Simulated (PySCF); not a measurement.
C₆ coefficients of unlike pairs at PBE0

Calculated with PySCF 2.14 from the dipole response of each species, C₆(A,B) = (3/π) ∫ α_A(iu) α_B(iu) du, in atomic units, from isotropic polarisabilities. For ions this is the dispersion term alone; charge-induced terms of lower order in 1/R come first.

| species | configuration | basis | relativity | α (bohr³) | C₆ (like pair) |
| --- | --- | --- | --- | --- | --- |
| Cu²⁺ | [Ar] 3d9 (2D) | aug-cc-pwCVTZ-DK (10s9p7d4f3g) | spin-free X2C | 2.885 | 7.880 |
| Ar⁺ | [Ne] 3s2 3p5 (2P) | aug-cc-pVDZ-DK (5s4p2d) | spin-free X2C | 6.665 | 30.70 |
| Cu³⁺ | [Ar] 3d8 (3F) | aug-cc-pwCVTZ-DK (10s9p7d4f3g) | spin-free X2C | 1.584 | 3.693 |
| P³⁺ | [Ne] 3s2 (1S) | aug-cc-pVTZ-DK (6s5p3d2f) | spin-free X2C | 6.734 | 16.93 |

Estimate C₆ for P³⁺ with Cu³⁺.

The integral gives 6.312. The combination rule 2 C_A C_B / (C_A α_B/α_A + C_B α_A/α_B) gives 6.354 and the geometric mean 7.907.

No spin-orbit coupling is included.

The other pairs:

```json
{"pair": "P³⁺, Cu²⁺", "C₆": "10.14"}
{"pair": "Cu³⁺, Cu²⁺", "C₆": "5.332"}
{"pair": "Cu³⁺, Ar⁺", "C₆": "9.728"}
{"pair": "P³⁺, Ar⁺", "C₆": "21.81"}
{"pair": "Ar⁺, Cu²⁺", "C₆": "14.98"}
```
